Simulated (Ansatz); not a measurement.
CH6S2Si (`SC[SiH2]S`). Charge 0, multiplicity 1.

Cartesian coordinates in Å:
```
S -1.494 -1.356 0.429
C -1.053 0.400 0.357
Si 0.558 0.674 -0.566
S 2.171 -0.464 0.257
H -0.401 -1.758 1.100
H -1.045 0.836 1.357
H -1.860 0.880 -0.204
H 0.359 0.315 -1.991
H 0.993 2.090 -0.436
H 1.771 -1.618 -0.303
```

Task: What are the harmonic wavenumbers in cm⁻¹ at PBE0-D4/def2-TZVP (Ansatz, finite differences of forces, unscaled)? (An estimate is asked.)

Result: Computed: 88, 150, 160, 237, 307, 480, 500, 610, 633, 750, 776, 812, 848, 919, 926, 1141, 1172, 1413, 2222, 2242, 2694, 2709, 3068, 3127.

Task: Is this a minimum?

Result: Yes, all 24 modes are real.

Task: Give the ideal-gas thermochemistry at 298.15 K and 1 bar (rigid rotor, harmonic oscillator; point group C1, symmetry number 1).

Result: Zero-point energy 167.4 kJ/mol; H(298) − E = 188.3 kJ/mol; entropy 347.5 J/(mol·K), of which translation 167.5, rotation 115.0, vibration 65.0; G(298) − E = 84.6 kJ/mol. Modes under 100 cm⁻¹ are hindered rotations or soft bends, so the harmonic entropy is rough.
